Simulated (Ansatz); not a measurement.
Steps of a relaxation of `N[SiH2]B(N)O` with RKS PBE-D4/def2-SVP.

```sh
$ ansatz run in.yaml --threads 4 --pin off --events-out ev --progress --plain --max-ram 10444MiB
```

```yaml
crystal:
  periodic: [false, false, false]
  atoms:
    - {symbol: N, position_ang: [-2.047200, 0.321600, -0.003400]}
    - {symbol: Si, position_ang: [-0.687000, -0.017600, 1.014700]}
    - {symbol: B, position_ang: [0.914300, 0.056600, -0.061000]}
    - {symbol: N, position_ang: [1.212200, -0.855900, -1.248900]}
    - {symbol: O, position_ang: [1.997400, 0.999900, 0.291400]}
    - {symbol: H, position_ang: [-2.104700, -0.317400, -0.791900]}
    - {symbol: H, position_ang: [-1.884500, 1.300300, -0.446100]}
    - {symbol: H, position_ang: [-0.557000, 0.984100, 2.099800]}
    - {symbol: H, position_ang: [-0.834800, -1.346100, 1.623000]}
    - {symbol: H, position_ang: [1.204200, -0.255100, -2.067100]}
    - {symbol: H, position_ang: [0.267000, -1.447500, -1.333800]}
    - {symbol: H, position_ang: [2.597000, 0.522000, 0.957300]}
basis:
  gaussian: {orbitals: def2-SVP}
hamiltonian: {xc: pbe, dispersion: d4}
relax: {f_tol: 0.03, max_steps: 200}
```

Positions (Å) and forces (eV/Å) along the path, 11 of 34 steps:

```xyz
12
step=1 energy=-13678.4108 eV
N    -2.047    0.322   -0.003   -0.610    2.470   -1.007
Si   -0.687   -0.018    1.015    0.105   -0.068    0.918
B     0.914    0.057   -0.061    4.166   -0.082   -1.120
N     1.212   -0.856   -1.249   -3.735   -0.179    2.134
O     1.997    1.000    0.291   -0.616   -1.929    0.300
H    -2.105   -0.317   -0.792   -0.145   -0.328   -0.397
H    -1.885    1.300   -0.446   -0.536   -1.728    0.740
H    -0.557    0.984    2.100   -0.238    0.322    0.318
H    -0.835   -1.346    1.623   -0.260   -0.723    0.332
H     1.204   -0.255   -2.067    0.576    0.224   -0.860
H     0.267   -1.448   -1.334    2.327    1.163   -0.201
H     2.597    0.522    0.957   -1.035    0.859   -1.157
12
step=2 energy=-13679.1108 eV
N    -2.061    0.346    0.014   -0.097    0.857   -0.594
Si   -0.687   -0.034    1.044    0.193   -0.428    0.801
B     1.013   -0.049    0.003    1.648    0.435   -1.609
N     1.165   -0.898   -1.217   -2.166    1.333    0.138
O     2.012    0.984    0.193   -0.208   -1.721    0.329
H    -2.153   -0.300   -0.778   -0.106   -0.092   -0.036
H    -1.931    1.291   -0.416   -0.246   -0.567    0.293
H    -0.627    0.990    2.139   -0.086    0.098    0.060
H    -0.916   -1.378    1.668   -0.246   -0.178    0.110
H     1.397   -0.278   -2.041    0.332   -0.839    0.729
H     0.230   -1.369   -1.464    1.566    0.499    0.323
H     2.634    0.637    0.890   -0.583    0.602   -0.544
12
step=11 energy=-13680.0942 eV
N    -2.153    0.425    0.173   -0.119   -0.057   -0.381
Si   -0.629   -0.004    0.966   -0.038   -0.011    0.057
B     1.078   -0.047   -0.161    0.074   -0.001   -0.017
N     1.110   -0.721   -1.403   -0.042    0.013    0.019
O     2.250    0.576    0.247   -0.060   -0.130   -0.197
H    -2.550   -0.296   -0.456    0.164    0.273    0.265
H    -2.138    1.318   -0.345   -0.020   -0.221    0.112
H    -0.415    1.003    2.084   -0.019   -0.027   -0.006
H    -0.886   -1.352    1.610    0.000    0.045   -0.005
H     1.953   -0.750   -1.978    0.054   -0.013   -0.041
H     0.323   -1.233   -1.797    0.018    0.041    0.030
H     2.133    1.028    1.095   -0.012    0.087    0.163
12
step=15 energy=-13680.1057 eV rejected
N    -2.128    0.362    0.094   -0.142   -0.153   -0.542
Si   -0.624    0.068    0.985    0.004    0.139   -0.109
B     1.094   -0.019   -0.135    0.143   -0.112    0.065
N     1.051   -0.579   -1.436   -0.022    0.030    0.021
O     2.337    0.403    0.333   -0.215    0.008    0.005
H    -2.605   -0.491   -0.257    0.238    0.535    0.166
H    -2.108    1.080   -0.658   -0.009   -0.466    0.431
H    -0.444    1.153    2.033   -0.033   -0.017    0.012
H    -0.872   -1.222    1.736    0.017    0.023   -0.015
H     1.894   -0.677   -2.011   -0.108    0.009    0.021
H     0.197   -0.938   -1.871    0.177    0.102    0.114
H     2.283    0.805    1.220   -0.050   -0.098   -0.171
12
step=16 energy=-13680.1144 eV
N    -2.113    0.370    0.097    0.014   -0.022   -0.057
Si   -0.616    0.049    0.982   -0.016    0.036   -0.012
B     1.099   -0.035   -0.133   -0.160   -0.007    0.052
N     1.051   -0.615   -1.420    0.100    0.007   -0.026
O     2.312    0.457    0.311    0.128    0.007   -0.017
H    -2.562   -0.442   -0.337   -0.007    0.038    0.031
H    -2.100    1.143   -0.578    0.007   -0.063    0.037
H    -0.448    1.111    2.054   -0.008    0.004    0.002
H    -0.865   -1.255    1.704   -0.012   -0.004    0.006
H     1.878   -0.692   -2.018   -0.055   -0.006    0.007
H     0.203   -1.011   -1.819    0.019    0.027   -0.008
H     2.238    0.864    1.191   -0.010   -0.016   -0.016
12
step=17 energy=-13680.1216 eV
N    -2.102    0.347    0.074   -0.014   -0.088   -0.146
Si   -0.612    0.070    0.985   -0.047    0.018    0.006
B     1.108   -0.033   -0.120   -0.039    0.024   -0.009
N     1.039   -0.581   -1.421   -0.030   -0.016   -0.019
O     2.341    0.411    0.329   -0.011   -0.017    0.006
H    -2.578   -0.487   -0.291    0.064    0.162    0.071
H    -2.090    1.077   -0.649   -0.004   -0.107    0.075
H    -0.465    1.152    2.039   -0.003   -0.002   -0.008
H    -0.864   -1.221    1.731    0.008    0.003    0.010
H     1.857   -0.672   -2.029   -0.028    0.002    0.004
H     0.169   -0.925   -1.828    0.087    0.042    0.029
H     2.275    0.808    1.214    0.018   -0.021   -0.020
12
step=19 energy=-13680.1311 eV
N    -2.065    0.288    0.013   -0.102   -0.203   -0.354
Si   -0.604    0.116    0.995   -0.116   -0.030    0.023
B     1.119   -0.035   -0.095    0.091    0.119   -0.086
N     0.998   -0.489   -1.430   -0.072   -0.014    0.012
O     2.384    0.307    0.365   -0.151   -0.058    0.044
H    -2.599   -0.573   -0.190    0.211    0.407    0.073
H    -2.039    0.897   -0.821   -0.011   -0.247    0.320
H    -0.512    1.255    1.999    0.025   -0.015   -0.051
H    -0.846   -1.128    1.824   -0.003    0.023   -0.014
H     1.794   -0.585   -2.067   -0.054    0.001    0.051
H     0.095   -0.747   -1.837    0.157    0.052    0.083
H     2.350    0.640    1.279    0.025   -0.035   -0.103
12
step=23 energy=-13680.1498 eV
N    -2.019    0.198   -0.046    0.096   -0.017   -0.100
Si   -0.599    0.129    0.989   -0.100   -0.094   -0.038
B     1.134   -0.018   -0.089   -0.111    0.006    0.012
N     0.994   -0.425   -1.433    0.001    0.004   -0.010
O     2.405    0.244    0.386    0.085    0.013    0.033
H    -2.696   -0.563   -0.113    0.064    0.055    0.075
H    -2.037    0.799   -0.872   -0.036    0.003    0.011
H    -0.536    1.314    1.936   -0.001    0.015    0.028
H    -0.827   -1.081    1.868    0.018    0.014    0.012
H     1.779   -0.534   -2.078    0.018   -0.011    0.004
H     0.083   -0.659   -1.825   -0.024    0.011    0.003
H     2.397    0.539    1.312   -0.010    0.001   -0.031
12
step=28 energy=-13680.2258 eV
N    -1.864    0.003   -0.246   -1.196   -0.258   -0.163
Si   -0.580    0.099    0.964   -0.101    0.028    0.164
B     1.174   -0.014   -0.072   -0.005    0.098   -0.083
N     0.988   -0.405   -1.414    0.017   -0.008    0.059
O     2.456    0.255    0.379   -0.042   -0.027    0.038
H    -2.796   -0.390    0.048    1.034    0.421   -0.209
H    -2.051    0.818   -0.851    0.179   -0.198    0.240
H    -0.686    1.302    1.898    0.076   -0.037   -0.027
H    -0.829   -1.096    1.856    0.041   -0.007    0.007
H     1.750   -0.527   -2.085   -0.009   -0.001    0.002
H     0.051   -0.631   -1.754    0.004   -0.013    0.005
H     2.464    0.531    1.310    0.001    0.001   -0.033
12
step=32 energy=-13680.2601 eV
N    -1.864   -0.004   -0.258    0.025    0.020   -0.009
Si   -0.594    0.048    0.980    0.030   -0.039   -0.015
B     1.149   -0.008   -0.081   -0.057    0.024    0.016
N     0.977   -0.442   -1.411    0.031   -0.001    0.019
O     2.416    0.329    0.360   -0.001    0.008    0.025
H    -2.814   -0.223    0.059   -0.012    0.007    0.014
H    -1.908    0.826   -0.859   -0.014   -0.001   -0.015
H    -0.665    1.217    1.954   -0.004    0.004   -0.002
H    -0.820   -1.176    1.836   -0.002   -0.010    0.011
H     1.740   -0.534   -2.085    0.003   -0.009   -0.005
H     0.055   -0.732   -1.741   -0.015    0.003   -0.009
H     2.404    0.643    1.280    0.016   -0.004   -0.031
12
step=34 energy=-13680.2608 eV
N    -1.868    0.004   -0.254    0.021   -0.011   -0.002
Si   -0.595    0.038    0.979   -0.016    0.021    0.006
B     1.145   -0.004   -0.082    0.014   -0.012    0.003
N     0.980   -0.448   -1.410    0.008   -0.002    0.006
O     2.411    0.341    0.356   -0.014    0.001   -0.013
H    -2.820   -0.198    0.068   -0.015   -0.001    0.006
H    -1.903    0.828   -0.864    0.001    0.007   -0.003
H    -0.661    1.201    1.962    0.000   -0.003    0.004
H    -0.822   -1.192    1.827    0.001   -0.006   -0.002
H     1.747   -0.544   -2.078    0.003   -0.001   -0.008
H     0.061   -0.743   -1.743   -0.008    0.000   -0.008
H     2.402    0.662    1.273    0.006    0.007    0.011
```

Hardware: 4 threads of an AMD EPYC 9R45 on a shared host. Wall time 18 s, peak host memory 0.18 GiB.
